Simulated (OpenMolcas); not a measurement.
## Multiconfigurational calculation on N2+

Input:

```
&GATEWAY
Coord
1

N 0.0 0.0 0.0
Basis=ANO-RCC-VTZP
Group=XYZ
NoMove
AngMom=0.0 0.0 0.0
AMFI
&SEWARD
&RASSCF
FileOrb=start.orb
Symmetry=2
Spin=4
nActEl=3 0 0
Inactive=1 0
Ras2=1 3
CIRoot=1 1 1
SDav=1
CIMx=300
Iter=120 100
PrWF=0.3
OrbListing=Nothing
MaxOrb=0
Atom
>>> COPY $Project.JobIph JOB001
&RASSCF
FileOrb=start.orb
Symmetry=2
Spin=2
nActEl=3 0 0
Inactive=1 0
Ras2=1 3
CIRoot=11 11 1
SDav=11
CIMx=300
Iter=120 100
PrWF=0.3
OrbListing=Nothing
MaxOrb=0
Atom
>>> COPY $Project.JobIph JOB002
&RASSCF
FileOrb=start.orb
Symmetry=1
Spin=4
nActEl=3 0 0
Inactive=1 0
Ras2=1 3
CIRoot=3 3 1
SDav=3
CIMx=300
Iter=120 100
PrWF=0.3
OrbListing=Nothing
MaxOrb=0
Atom
>>> COPY $Project.JobIph JOB003
&RASSCF
FileOrb=start.orb
Symmetry=1
Spin=2
nActEl=3 0 0
Inactive=1 0
Ras2=1 3
CIRoot=9 9 1
SDav=9
CIMx=300
Iter=120 100
PrWF=0.3
OrbListing=Nothing
MaxOrb=0
Atom
>>> COPY $Project.JobIph JOB004
&RASSI
NrOfJobIphs=4 1 11 3 9
1
1 2 3 4 5 6 7 8 9 10 11
1 2 3
1 2 3 4 5 6 7 8 9
IphNames
JOB001
JOB002
JOB003
JOB004
EJob
SpinOrbit
DIPRint=1.0
SOCoupling=1000.0
Subsets=2
MEES
Property=10
'ANGMOM' 1 'ANGMOM' 2 'ANGMOM' 3 'MLTPL  1' 1 'MLTPL  1' 2 'MLTPL  1' 3
'AMFI' 1 'AMFI' 2 'AMFI' 3 'MLTPL  2' 6
SOProperty=3
'ANGMOM' 1 'ANGMOM' 2 'ANGMOM' 3
```

A driver script runs the steps one by one and writes start.orb anew before each from the orbitals found so far.

Output, cut to the results:

```
--- SEWARD ---
Basis set label: N.ANO-RCC...4S3P2D1F.

      Electronic valence basis set:
      ------------------
      Associated Effective Charge   7.000000 au
      Associated Actual Charge      7.000000 au
      Nuclear Model: Point charge

      Shell  nPrim  nBasis  Cartesian Spherical Contaminant
         s      14       4        X
         p       9       3        X
         d       4       2                 X
         f       3       1                 X
                  Relativistic Douglas-Kroll-Hess integrals:
                    - DKH order of Hamiltonian: 2
                    - DKH order of Properties : 0
                  Atomic mean-field integrals
--- RASSCF ---
Wave function specifications:
      -----------------------------

      Number of closed shell electrons           2
      Number of electrons in active shells       3
      Max number of holes in RAS1 space          0
      Max nr of electrons in RAS3 space          0
      Number of inactive orbitals                1
      Number of active orbitals                  4
      Number of secondary orbitals              25
      Spin quantum number                      1.5
      State symmetry                             2
Orbital specifications:
      -----------------------

      Symmetry species                           1   2
                                                ag  au
      Frozen orbitals                            0   0
      Inactive orbitals                          1   0
      Active orbitals                            1   3
      RAS1 orbitals                              0   0
      RAS2 orbitals                              1   3
      RAS3 orbitals                              0   0
      Secondary orbitals                        12  13
      Deleted orbitals                           0   0
      Number of basis functions                 14  16
      Number of CSFs                             1
      Number of root(s) required                 1
      Iter CI   SX   CI       RASSCF       Energy    max ROT     max BLB   max BLB  Level Ln srch  Step   QN
          iter iter root      energy       change     param      element    value   shift minimum  type update
 Nr of preliminary CI iterations:   1
 ###############################################################################
 ###############################################################################
 ###                                                                         ###
 ###                                                                         ###
 ###    WARNING: Problems in orbital optimization.                           ###
 ###                                                                         ###
 ###                                                                         ###
 ###############################################################################
 ###############################################################################
  Warning: In symmetry  1, orbital p=   2 has diagonal density matrix element D(p,p) close to zero. D(p,p)=  0.000000E+00
        1   1    1    1   -52.05286124    0.00E+00   0.00E+00    1   4 1 -3.37E-08   0.50   0.00    SX    NO
        ...
 ###############################################################################
 ###############################################################################
  Warning: In symmetry  1, orbital p=   2 has diagonal density matrix element D(p,p) close to zero. D(p,p)=  0.000000E+00
        4   1    1    1   -52.05286124    1.42E-14   0.00E+00    1   4 1 -3.37E-08   0.50   0.00    SX    NO
      Convergence after  4 iterations
        5   1    1    1   -52.05286124    0.00E+00   0.00E+00    1   4 1 -3.37E-08   0.50   0.00    SX    NO
      Natural orbitals and occupation numbers for root  1
      sym 1:   0.000000
      sym 2:   1.000000   1.000000   1.000000
::    RASSCF root number  1 Total energy:    -52.05286124
--- RASSCF ---
Wave function specifications:
      -----------------------------

      Number of closed shell electrons           2
      Number of electrons in active shells       3
      Max number of holes in RAS1 space          0
      Max nr of electrons in RAS3 space          0
      Number of inactive orbitals                1
      Number of active orbitals                  4
      Number of secondary orbitals              25
      Spin quantum number                      0.5
      State symmetry                             2
Orbital specifications:
...
--- RASSI ---
SPIN-FREE ENERGIES:
  (Shifted by EMIN (a.u.) =        -52.8913959844)

 SF State       Relative EMIN(au)   Rel lowest level(eV)    D:o, cm**(-1)      L_eff

     2             0.0000000000        0.0000000000              0.0000         1.0
     3             0.0000000000        0.0000000000              0.0000         1.0
     4             0.0000000000        0.0000000000              0.0000         1.0
    13             0.2339702335        6.3666543945          51350.5308         1.0
    14             0.2339702335        6.3666543945          51350.5308         1.0
    15             0.2339702335        6.3666543945          51350.5308         1.0
    16             0.4867088339       13.2440220696         106820.2419         2.0
    17             0.4867088339       13.2440220696         106820.2419         2.0
    18             0.4867088339       13.2440220696         106820.2419         2.0
    19             0.4867088339       13.2440220696         106820.2419         2.0
    20             0.4867088339       13.2440220696         106820.2419         2.0
    21             0.6202109773       16.8768004581         136120.5756         0.0
    22             0.7151124838       19.4592020062         156949.0488         1.0
    23             0.7151124838       19.4592020062         156949.0488         1.0
    24             0.7151124838       19.4592020062         156949.0488         1.0
     1             0.8385347423       22.8176927529         184037.1034         0.0
     8             0.9728770463       26.4733330770         213521.8311         2.0
     9             0.9728770463       26.4733330770         213521.8311         2.0
     7             0.9728770463       26.4733330770         213521.8311         2.0
     5             0.9728770463       26.4733330770         213521.8311         2.0
     6             0.9728770463       26.4733330770         213521.8311         2.0
...
```

Levels above the lowest, from the spin-orbit matrix, grouped by J:

```json
{"Configuration": "2s2 2p", "Term": "2P*", "J": "1/2", "E (cm-1)": "0.0", "Measured (cm-1)": "0.0", "g": "0.666", "Term weight %": "100"}
{"Configuration": "2s2 2p", "Term": "2P*", "J": "3/2", "E (cm-1)": "158", "Measured (cm-1)": "174", "g": "1.334", "Term weight %": "100"}
{"Configuration": "2s 2p2", "Term": "4P", "J": "1/2", "E (cm-1)": "51360", "Measured (cm-1)": "", "g": "2.671", "Term weight %": "100"}
{"Configuration": "2s 2p2", "Term": "4P", "J": "3/2", "E (cm-1)": "51417", "Measured (cm-1)": "57247", "g": "1.735", "Term weight %": "100"}
{"Configuration": "2s 2p2", "Term": "4P", "J": "5/2", "E (cm-1)": "51513", "Measured (cm-1)": "57328", "g": "1.601", "Term weight %": "100"}
{"Configuration": "2s 2p2", "Term": "2D", "J": "3/2", "E (cm-1)": "106925", "Measured (cm-1)": "101031", "g": "0.800", "Term weight %": "100"}
{"Configuration": "2s 2p2", "Term": "2D", "J": "5/2", "E (cm-1)": "106925", "Measured (cm-1)": "101024", "g": "1.200", "Term weight %": "100"}
{"Configuration": "2s 2p2", "Term": "2S", "J": "1/2", "E (cm-1)": "136226", "Measured (cm-1)": "131004", "g": "2.002", "Term weight %": "100"}
{"Configuration": "2s 2p2", "Term": "2P", "J": "1/2", "E (cm-1)": "156980", "Measured (cm-1)": "145876", "g": "0.666", "Term weight %": "100"}
{"Configuration": "2s 2p2", "Term": "2P", "J": "3/2", "E (cm-1)": "157091", "Measured (cm-1)": "145986", "g": "1.334", "Term weight %": "100"}
{"Configuration": "2p3", "Term": "4S*", "J": "3/2", "E (cm-1)": "184142", "Measured (cm-1)": "186797", "g": "2.002", "Term weight %": "100"}
{"Configuration": "2p3", "Term": "2D*", "J": "3/2", "E (cm-1)": "213626", "Measured (cm-1)": "203089", "g": "0.800", "Term weight %": "100"}
{"Configuration": "2p3", "Term": "2D*", "J": "5/2", "E (cm-1)": "213627", "Measured (cm-1)": "203075", "g": "1.200", "Term weight %": "100"}
{"Configuration": "2p3", "Term": "2P*", "J": "1/2", "E (cm-1)": "243621", "Measured (cm-1)": "230404", "g": "0.666", "Term weight %": "100"}
{"Configuration": "2p3", "Term": "2P*", "J": "3/2", "E (cm-1)": "243629", "Measured (cm-1)": "230409", "g": "1.334", "Term weight %": "100"}
```

Against the 13 measured excited levels shown (Moore, Selected Tables of Atomic Spectra, NSRDS-NBS 3, section 5) the mean absolute deviation is 7800 cm-1; the largest miss in energy is 2p3 2P* 3/2: computed 243629, measured 230409 cm-1 (+5.7 %), and the largest in proportion 2s 2p2 4P 3/2 (-10.2 %).

Measured partners are found by configuration, term and J. A level has none where our copy of the source lacks it or the pairing is in doubt (some pairs that miss far off the trend of their configuration count as doubtful), and it then counts in no deviation. Levels of configurations outside the active space are missing.

The term weight is that of the spin-free term in the level, not the purity of its configuration. * marks odd parity.
